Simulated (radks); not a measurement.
Ionisation of the boron ion B2+, [He] 2s1, to [He] as the strength of local exchange is varied. Method: non-relativistic Kohn-Sham, Slater X-alpha exchange (alpha = 2/3 is LDA exchange), no correlation, spin-polarised, spherical densities, point nucleus; open shells are filled with parallel spins first; computed with a radial shooting solver on a logarithmic mesh with Libxc functionals.

alpha,E(B2+) (hartree),exchange (hartree),IE (eV),-e of the level emptied (eV),<r> of it (bohr)
0.667,-22.94740,-2.76704,37.172,31.617 (2s),1.640
0.672,-22.96815,-2.78926,37.233,31.689 (2s),1.638
0.682,-23.00968,-2.83375,37.357,31.832 (2s),1.635
0.693,-23.05541,-2.88278,37.493,31.989 (2s),1.632
0.719,-23.16372,-2.99911,37.816,32.363 (2s),1.625
0.737,-23.23887,-3.08000,38.040,32.623 (2s),1.620
0.94,-24.09623,-4.01177,40.620,35.630 (2s),1.564
1.045,-24.54676,-4.50784,41.990,37.237 (2s),1.537

NIST Atomic Spectra Database: 37.931 eV (measured). The Delta-SCF value meets it near alpha = 0.73.
